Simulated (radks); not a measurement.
Task: Species: neutral chromium. Configuration: [Ar] 3d5 4s1 (the NIST ground configuration). All-electron calculation, scalar-relativistic Kohn-Sham, LDA (Slater exchange, VWN5 correlation), spin-polarised, spherical densities, point nucleus; open shells are filled with parallel spins first; hard spherical wall at 5 bohr. Program: a radial shooting solver on a logarithmic mesh with Libxc functionals. Some entries of the table are withheld. Estimate them.

| orbital | occ. | eigenvalue (hartree) | <r^2> (bohr^2) |
|---|---|---|---|
| 1s up | 1 | -215.4472 | 0.005451 |
| 1s down | 1 | -215.4454 | 0.005451 |
| 2s up | 1 | -24.33393 | 0.1022 |
| 2s down | 1 | -24.26993 | 0.1019 |
| 2p up | 3 | -20.46234 | 0.08356 |
| 2p down | 3 | -20.41244 | 0.08319 |
| 3s up | 1 | -2.63715 | 0.9480 |
| 3s down | 1 | -2.47983 | 0.9518 |
| 3p up | 3 | -1.60180 | 1.116 |
| 3p down | 3 | -1.44645 | 1.125 |
| 4s up | 1 | -0.06042 | 7.690 |
| 3d up | 5 | -0.05542 | (1) |
| 4s down | 0 | 0.04244 | 8.025 |
| 3d down | 0 | 0.08881 | (2) |
| 4p up | 0 | 0.13594 | 8.791 |
| 4p down | 0 | 0.22983 | 9.131 |
| 4d up | 0 | (3) | 9.548 |
| 4d down | 0 | (4) | 9.602 |
| 5s up | 0 | 0.81677 | (5) |
| 5s down | 0 | 0.90297 | (6) |

Result: 
(1) 3d up <r^2> (bohr^2): 2.593
(2) 3d down <r^2> (bohr^2): 2.899
(3) 4d up eigenvalue (hartree): 0.50050
(4) 4d down eigenvalue (hartree): 0.58977
(5) 5s up <r^2> (bohr^2): 10.10
(6) 5s down <r^2> (bohr^2): 10.01
